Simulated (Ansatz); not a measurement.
System: SiF2, charge 0, multiplicity 3. This is an excited triplet: at this geometry the singlet lies 3.07 eV lower at RI-MP2/CBS(aug-cc-pV(T+d)Z,aug-cc-pV(Q+d)Z)+[CCSD(T)-MP2]/aug-cc-pV(T+d)Z. 
Geometry from a B3LYP-D3(BJ)/def2-TZVP (Ansatz, a quantum-chemistry and plane-wave program) optimisation:
```xyz
3

Si     0.0011    -0.0027     0.4926
F      1.1125    -0.7543    -0.3897
F     -1.1142     0.7585    -0.3765
```
Charge 0, spin multiplicity 3.

Parts of the frozen-core correlation energy in aug-cc-pV(D+d)Z (Ansatz, hartree). Frozen orbitals: 7; correlated occupied orbitals by spin: 10 and 8; virtual: 61 and 63. UHF or UKS for open shells. Spin-orbit coupling is left out. Non-relativistic.

```json
[
 {"term": "reference (HF)", "value": "-487.85347"},
 {"term": "MP2 opposite-spin", "value": "(withheld)"},
 {"term": "MP2 same-spin", "value": "(withheld)"},
 {"term": "CCSD correlation", "value": "(withheld)"},
 {"term": "(T)", "value": "-0.01167"},
 {"term": "T1 diagnostic", "value": "0.017"},
 {"term": "largest doubles amplitude", "value": "0.018"},
 {"term": "<S^2> of the reference", "value": "2.003"}
]
```

Problem. What belongs in the gaps?

Solution. 
- MP2 opposite-spin, value: -0.33569
- MP2 same-spin, value: -0.13220
- CCSD correlation, value: -0.47420
